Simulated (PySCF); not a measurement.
**What builds the second ionisation energy along group 14**

All values are computed (PySCF 2.14, energy differences of UHF-based or UKS calculations, no spin-orbit coupling). Each column adds one step, in eV (sums use unrounded values): valence MP2, valence CCSD, valence triples, then the next inner shell at CCSD(T) (C 1s, Si 2s 2p, Ge 3s 3p 3d, Sn 4s 4p 4d, Pb 5s 5p 5d). References (NIST) marked * lie between the lowest fine-structure levels; the others compare directly ((s) semi-empirical, (t) theoretical).

```json
{"element": "C [He] 2s2 2p1 → [He] 2s2 (x2c-TZVPPall, spin-free X2C)", "UHF": "24.166", "+ MP2": "0.202", "+ CCSD": "-0.168", "+ (T)": "0.031", "+ inner shell": "0.022", "sum": "24.253", "reference": "24.378"}
{"element": "Ge [Ar] 3d10 4s2 4p1 → [Ar] 3d10 4s2 (x2c-TZVPPall, spin-free X2C)", "UHF": "15.199", "+ MP2": "0.238", "+ CCSD": "0.075", "+ (T)": "0.020", "+ inner shell": "0.099", "sum": "15.632", "reference": "15.789"}
{"element": "Sn [Kr] 4d10 5s2 5p1 → [Kr] 4d10 5s2 (x2c-TZVPPall, spin-free X2C)", "UHF": "13.717", "+ MP2": "0.189", "+ CCSD": "0.059", "+ (T)": "0.017", "+ inner shell": "0.120", "sum": "14.103", "reference": "14.282"}
{"element": "Pb [Xe] 4f14 5d10 6s2 6p1 → [Xe] 4f14 5d10 6s2 (x2c-TZVPPall, spin-free X2C)", "UHF": "13.237", "+ MP2": "0.171", "+ CCSD": "0.047", "+ (T)": "0.011", "+ inner shell": "0.105", "sum": "13.571", "reference": "13.869"}
```

Estimate the missing row, Si [Ne] 3s2 3p1 → [Ne] 3s2 (x2c-TZVPPall, spin-free X2C).

The calculation gives UHF 15.821; + MP2 0.257; + CCSD 0.115; + (T) 0.029; + inner shell -0.009; sum 16.214. The reference value is 16.322.

What remains against the references is mostly basis incompleteness.

These are valence bases, so the inner-shell step is incomplete.
